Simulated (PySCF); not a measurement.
Computed IR spectrum (relative IR intensity) of a molecule C7H8. Coordinates come from a PBE-D3(BJ)/def2-SVP optimisation. The values are those of a single conformer. Level of theory: PBE-D3(BJ)/def2-SVP run with PySCF. No scaling factor is applied to the harmonic values.

ν (cm⁻¹): 387 (vw), 705 (vw), 722 (w), 773 (vs), 795 (s), 845 (vw), 898 (w), 900 (w), 908 (m), 1084 (vw), 1227 (s), 1247 (vw), 1250 (w), 1407 (vw), 2979 (vs), 3033 (s), 3121 (m), 3124 (w), 3141 (vs), 3151 (w) (against the strongest line: vs over 80 %, s over 45 %, m over 15 %, w over 4 %, vw less)

**Question.** Pick the molecule that these values belong to.
(A) C#C/C(C)=C\C=C
(B) C=C=C1C=CCC1
(C) C#CC=C=C(C)C
(D) C1C2C3C2C2C1C32

**Answer.** D, C1C2C3C2C2C1C32
